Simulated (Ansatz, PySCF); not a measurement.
Complex: NH3 (SMILES N) (first 4 atoms) with C2H6O (SMILES CCO); geometry from B3LYP-D3(BJ)/def2-TZVP, rigid monomers moved along the line of their centres of mass till N1···H13 is 2.69 Å.
(charge 0, multiplicity 1):
```xyz
13

N      0.0276    -0.0664     0.4609
H     -0.9204    -0.3453     0.2349
H      0.2749     0.7025    -0.1520
H      0.6387    -0.8444     0.2399
C     -0.1389    -1.2377     5.0033
C     -0.5211     0.2264     4.8268
O      0.3630     0.9265     3.9734
H     -0.8110    -1.7358     5.7075
H      0.8820    -1.3202     5.3802
H     -0.1927    -1.7708     4.0508
H     -1.5567     0.2973     4.4636
H     -0.4875     0.7373     5.7919
H      0.2566     0.5765     3.0675
```

Counterpoise-corrected where a basis set is named; no monomer relaxation.

Frozen-core correlation.

Programs: Ansatz (an electronic-structure program); PySCF for the dispersion terms. Each number belongs to the level named beside it.

PBE/def2-TZVPPD gives -168.8 meV for the interaction energy.

How do the other levels lie against it? Give each less PBE: PBE-D3(BJ)/def2-TZVPPD, r2SCAN/def2-TZVPPD, B3LYP/def2-TZVPPD, wB97M-V/def2-TZVPPD, MP2/aug-cc-pVDZ, CCSD(T)/aug-cc-pVDZ.

PBE-D3(BJ)/def2-TZVPPD -20.1; r2SCAN/def2-TZVPPD 3.0; B3LYP/def2-TZVPPD 20.9; wB97M-V/def2-TZVPPD -5.8; MP2/aug-cc-pVDZ 0.4; CCSD(T)/aug-cc-pVDZ 0.2 meV. 4 of 6 lie above PBE; the widest gap is to B3LYP/def2-TZVPPD.
